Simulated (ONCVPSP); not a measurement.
An all-electron radial function and its pseudo partner (Sn (Z = 50))

Columns: radius, all-electron u(r) and pseudo u(r) of the 4p shell (level -89.73 eV) of tin in the configuration [Ar] 3d10 4s2 4p6 4d10 5s2 5p2; PW91, scalar-relativistic, ONCV scheme, ONCVPSP 4.0.1.

```json
{"r (bohr)": "0.070", "all-electron": "0.4370", "pseudo": "0.0193"}
{"r (bohr)": "0.140", "all-electron": "-0.1052", "pseudo": "0.0769"}
{"r (bohr)": "0.210", "all-electron": "-0.6025", "pseudo": "0.1714"}
{"r (bohr)": "0.280", "all-electron": "-0.6343", "pseudo": "0.2994"}
{"r (bohr)": "0.350", "all-electron": "-0.3359", "pseudo": "0.4536"}
{"r (bohr)": "0.420", "all-electron": "0.0880", "pseudo": "0.6227"}
{"r (bohr)": "0.490", "all-electron": "0.4963", "pseudo": "0.7917"}
{"r (bohr)": "0.560", "all-electron": "0.8222", "pseudo": "0.9446"}
{"r (bohr)": "0.630", "all-electron": "1.0459", "pseudo": "1.0671"}
{"r (bohr)": "0.700", "all-electron": "1.1730", "pseudo": "1.1491"}
{"r (bohr)": "0.770", "all-electron": "1.2210", "pseudo": "1.1865"}
{"r (bohr)": "0.840", "all-electron": "1.2092", "pseudo": "1.1806"}
{"r (bohr)": "0.910", "all-electron": "1.1568", "pseudo": "1.1385"}
{"r (bohr)": "0.980", "all-electron": "1.0788", "pseudo": "1.0693"}
{"r (bohr)": "1.050", "all-electron": "0.9870", "pseudo": "0.9830"}
{"r (bohr)": "1.120", "all-electron": "0.8898", "pseudo": "0.8886"}
{"r (bohr)": "1.190", "all-electron": "0.7930", "pseudo": "0.7927"}
{"r (bohr)": "1.260", "all-electron": "0.7003", "pseudo": "0.7001"}
{"r (bohr)": "1.330", "all-electron": "0.6137", "pseudo": "0.6136"}
{"r (bohr)": "1.400", "all-electron": "0.5347", "pseudo": "0.5346"}
{"r (bohr)": "1.470", "all-electron": "0.4634", "pseudo": "0.4633"}
{"r (bohr)": "1.540", "all-electron": "0.4000", "pseudo": "0.3999"}
{"r (bohr)": "1.610", "all-electron": "0.3440", "pseudo": "0.3439"}
{"r (bohr)": "1.680", "all-electron": "0.2950", "pseudo": "0.2949"}
{"r (bohr)": "1.750", "all-electron": "0.2523", "pseudo": "0.2522"}
{"r (bohr)": "1.820", "all-electron": "0.2153", "pseudo": "0.2153"}
```

**Question.** How many radial nodes do the two functions have?

**Answer.** The all-electron 4p function has n − l − 1 = 2; the pseudo-wave has 0, since the states of the same l below it are removed with the core.

**Question.** At about which radius was the pseudo-wave matched?

**Answer.** 1.30 bohr. The columns agree to 0.0005 from 1.19 bohr on; several derivatives are matched, so the curves merge somewhat inside the radius.

**Question.** Is the pseudo-wave norm-conserving?

**Answer.** Yes: the ONCV scheme keeps the norm inside the radius equal to the all-electron one, which fixes the energy derivative of the logarithmic derivative at the level.
